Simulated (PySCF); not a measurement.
**Assignment exercise: C₄H₃Cl₂FO₂**

Structure with atom numbers: `[CH2:1]=[C:2]([C:3](=[O:4])[OH:5])[C:6]([F:7])([Cl:8])[Cl:9]`. Hydrogens are named by the atom that carries them. Ha(C1) is cis to C3; Hb(C1) is trans to C3.

No solvent model, fast rotation and ring inversion assumed for equivalent nuclei, non-relativistic Hamiltonian, one conformer. Shielding tensors at PBE0/pcSseg-1 (GIAO); GFN2-xTB structure; PySCF 2.14.0 with density-fitted response routines.

Chemical shifts δ = σref − σ; ¹³C (σref 186.93), ¹H (σref 31.72) vs TMS, all at this level.

**Question.** Assign these signals to the numbered atoms. ¹³C{¹H} NMR (computed): δ 165.5, 146.5, 134.9, 132.5.

**Answer.** 
165.5 → C3, carboxylic acid carbon: it is a carbonyl in resonance with an O or N lone pair, the region of acids, esters and amides
146.5 → C2, α carbon of a C=C–C=O unit: as expected for a trigonal carbon in a double bond
134.9 → C1, β carbon of a C=C–C=O unit: conjugation with the carbonyl draws π density from the β position
132.5 → C6, allylic fully substituted sp3 carbon bonded to 2 Cl and F: 3 electronegative neighbours deshield it

**Question.** Assign these signals to the numbered atoms. ¹H NMR (600 MHz, computed): δ 7.01 (m, 1H), 6.64 (m, 1H), 6.29 (br s, 1H).

**Answer.** 
| δ (ppm) | atoms | environment | reason |
| --- | --- | --- | --- |
| 7.01 | Ha(C1) | hydrogen on a β carbon of a C=C–C=O unit | attached to an sp2 carbon and in the plane of the double bond |
| 6.64 | Hb(C1) | hydrogen on a β carbon of a C=C–C=O unit | – |
| 6.29 | H(O5) | hydrogen on an acid hydroxyl oxygen | labile proton, position sensitive to the medium |

OH/NH shifts are gas-phase values; hydrogen bonding in solution moves them, usually downfield. Carbons that carry Cl, above all several Cl atoms, come out too deshielded, partly because spin–orbit coupling is missing. Splittings by ¹⁹F in the carbon and heteronuclear signals aren't shown, as no couplings were computed. Shifts are as computed. Against solution values, carbons near 30 ppm lie about +3 ppm off and those near 130 ppm about +5 ppm; carbons on Cl a further +6 ppm. Of 1211 compounds with measured shifts, 218 miss one by over three times the rms of a fit or turn the order of signals round; such compounds aren't used in these exercises. The C=O carbon of an acid or of an amide with N–H lies up to 10 ppm further downfield in solution, through hydrogen bonding that the calculation lacks. No couplings were computed; multiplicities are counted from neighbouring protons, with m where these are inequivalent, close in shift, in a saturated or five-membered ring or joined by F or P, and br s for small geminal =CH2 splittings.
